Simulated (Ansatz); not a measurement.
Start from `F[SiH](Cl)I` and change one atom or group to get `F[SiH](Cl)[SiH2][SiH3]`.

Ansatz, PBE0-D4/def2-TZVP geometries, multiplicity 1. Each molecule was computed in one conformer, which needn't be the lowest.

Elements past krypton have def2 core potentials.

| property | `F[SiH](Cl)I` |
| --- | --- |
| HOMO–LUMO gap (ωB97M-V/def2-TZVPP) / eV | 11.42 |
| HOMO energy (ωB97M-V/def2-TZVPP) / eV | -10.33 |
| HOMO energy (PBE/def2-TZVPP) / eV | -7.04 |
| LUMO energy (B3LYP/def2-TZVPP) / eV | -1.05 |
| size of the dipole moment (ωB97M-V/def2-TZVPP) / D | 0.95 |
| HOMO energy (PBE0/def2-TZVPP) / eV | -8.21 |

(1) Give the same properties after the change, and the shifts. (Best estimate.)

Results:

(1) Ansatz gave: 
```json
{"property": "HOMO–LUMO gap (ωB97M-V/def2-TZVPP) / eV", "`F[SiH](Cl)[SiH2][SiH3]`": "11.07", "shift": "-0.35"}
{"property": "HOMO energy (ωB97M-V/def2-TZVPP) / eV", "`F[SiH](Cl)[SiH2][SiH3]`": "-10.11", "shift": "0.22"}
{"property": "HOMO energy (PBE/def2-TZVPP) / eV", "`F[SiH](Cl)[SiH2][SiH3]`": "-6.98", "shift": "0.06"}
{"property": "LUMO energy (B3LYP/def2-TZVPP) / eV", "`F[SiH](Cl)[SiH2][SiH3]`": "-0.96", "shift": "0.09"}
{"property": "size of the dipole moment (ωB97M-V/def2-TZVPP) / D", "`F[SiH](Cl)[SiH2][SiH3]`": "1.73", "shift": "0.78"}
{"property": "HOMO energy (PBE0/def2-TZVPP) / eV", "`F[SiH](Cl)[SiH2][SiH3]`": "-8.13", "shift": "0.08"}
```

Dipoles are sizes alone; their direction can turn.

B3LYP here is the variant with VWN-RPA as its local correlation; programs differ in this.

Spin–orbit coupling is left out; it splits and shifts lone-pair levels of the heavy atoms by tenths of an eV.
